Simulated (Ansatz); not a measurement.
Isolated molecules relaxed with PBE0-D4/def2-TZVP in Ansatz; ΔE leaves out vibrations. CCSD(T)/CBS adds triple-zeta CCSD(T) − MP2 to the extrapolated MP2 energy (def2 sets, frozen cores). For Ga outer-core shells are correlated without core-valence functions, which leaves a few kJ/mol of doubt a bond. Scalar relativity is left out up to krypton. One conformer a species, not always the lowest.

Consider the redistribution: `C=C=C([SiH3])Cl` + `[F][GaH][O][SiH3]` → `[F][GaH][SiH3]` + `C=C=C(Cl)O[SiH3]`.

```
         level  ΔE (eV)
MP2/def2-QZVPP     1.77
 MP2/CBS(def2)     1.76
```

(1) What does CCSD(T)/CBS give? (An estimate is asked.)

Largest T1 diagnostic among the species: 0.014.

## Answers

(1) Computed: +1.61 eV. The listed levels differ from it by 0.16, 0.15 eV.

From PBE to PBE0 (25 % exact exchange), in def2-TZVPP and without D4, ΔE moves by +0.11 eV.
